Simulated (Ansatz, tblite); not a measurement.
Removing and adding an electron: In4Sb4H14, a cluster cut from wurtzite InSb (hydrogen-capped). Charge 0, multiplicity 1. Geometry: r2SCAN-D4/def2-SVP. Ansatz, gas phase; energy differences of separate SCF runs; the oxidised species was run as a doublet alone; the reduced species was run as a doublet alone.

| atom | x (Å) | y (Å) | z (Å) |
| --- | --- | --- | --- |
| In1 | -0.2812 | -0.1761 | -3.2488 |
| Sb2 | 1.9074 | -1.2935 | -1.5927 |
| In3 | -0.5810 | 3.2066 | 0.2260 |
| Sb4 | -1.7238 | 0.9169 | -1.0405 |
| Sb5 | 1.6333 | 1.7098 | 1.5053 |
| In6 | 2.0627 | -1.0967 | 1.2472 |
| In7 | -3.0548 | -0.9516 | 0.6593 |
| Sb8 | -0.5668 | -1.9954 | 1.8843 |
| H9 | 0.5323 | 1.0583 | -4.1376 |
| H10 | -1.0439 | -1.6028 | -3.8476 |
| H11 | 3.4464 | -0.7850 | -2.1168 |
| H12 | 2.1793 | -2.9470 | -1.8993 |
| H13 | 0.2616 | 4.1935 | -0.9105 |
| H14 | -1.5184 | 3.7005 | 1.5872 |
| H15 | -3.0539 | 1.6245 | -1.8440 |
| H16 | 3.1590 | 2.3846 | 1.1608 |
| H17 | 1.7212 | 1.9803 | 3.1848 |
| H18 | 3.4053 | -1.8111 | 2.0585 |
| H19 | -3.6179 | -2.3162 | -0.2329 |
| H20 | -3.8081 | -0.1576 | 1.9926 |
| H21 | -0.4501 | -3.6915 | 1.7780 |
| H22 | -0.6085 | -1.9504 | 3.5866 |

In the def2 sets In, Sb take a core potential; there is no spin–orbit coupling. The xTB rows come from tblite. Single mean-field runs in def2-TZVP are fitted with def2-universal-jkfit. HOMO above LUMO, or a gap near zero within one spin, warns that the state may not be the lowest or that an electron is smeared out.

Task: Estimate orbital energies and vertical ionisation energies and electron affinities at: GFN1-xTB; GFN2-xTB; PBE-D4/def2-TZVP; B97M-V/def2-TZVP; PBE0-D4/def2-TZVP.

Result: 
```
            level  −HOMO (eV)  vertical IE (eV)  −LUMO (eV)  vertical EA (eV)  HOMO–LUMO gap (eV)  IE − EA (eV)                                                                   remarks
         GFN1-xTB        9.72             11.33        6.70              5.22                3.02          6.11                                                                         –
         GFN2-xTB       10.28             11.87        7.18                 –                3.10             –                                                                         –
 PBE-D4/def2-TZVP        5.94                 –        2.40              0.92                3.54             –                                              HOMO above zero (-1 doublet)
 B97M-V/def2-TZVP        6.24                 –        2.25              0.73                3.99             –  HOMO above zero (-1 doublet), gap within one spin near zero (-1 doublet)
PBE0-D4/def2-TZVP        6.83              8.11        1.68              0.68                5.15          7.43                                              HOMO above zero (-1 doublet)
```

Relaxing the oxidised species (r2SCAN-D4/def2-SVP) changes its energy by -0.74 eV at PBE0-D4/def2-TZVP, so the adiabatic ionisation energy to this nearest minimum is 7.37 eV.  Relaxing the reduced species (r2SCAN-D4/def2-SVP) changes its energy by -0.78 eV at PBE-D4/def2-TZVP, so the adiabatic electron affinity to this nearest minimum is 1.70 eV. At PBE0-D4/def2-TZVP it is 1.54 eV.  Run but left out: PBE-D4/def2-TZVP, B97M-V/def2-TZVP (charge +1 doublet: an occupied level 0.05 to 0.10 eV above an empty one).   A HOMO above zero means that the electron is unbound at that level or that self-interaction error raises the level; the energy of removing that electron tells which. Raw xTB energy differences between charge states are shifted by several eV; the methods need an empirical correction for them. Sets without diffuse functions give affinities that are too small.
